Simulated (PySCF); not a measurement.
thiourea (CH₄N₂S), SMILES NC(N)=S.

The structure is a stationary point at B3LYP-D3(BJ)/def2-SVP. The values are those of a single conformer.

These are PBE/def2-TZVPD (PySCF) values and carry that method's errors.

Symmetry labels are those of the subgroup C2 that the program uses (full group C2).

Computed valence orbital energies around the gap with their symmetry:
```
orbital  symmetry  energy (eV)
-------  --------  -----------
HOMO−7          B       -13.89
HOMO−6          A       -13.43
HOMO−5          B       -11.92
HOMO−4          B       -10.09
HOMO−3          A        -9.03
HOMO−2          A        -6.92
HOMO−1          B        -5.37
HOMO            B        -4.94
LUMO            B        -1.33
LUMO+1          A        -0.87
LUMO+2          B         0.21
LUMO+3          A         0.44
```
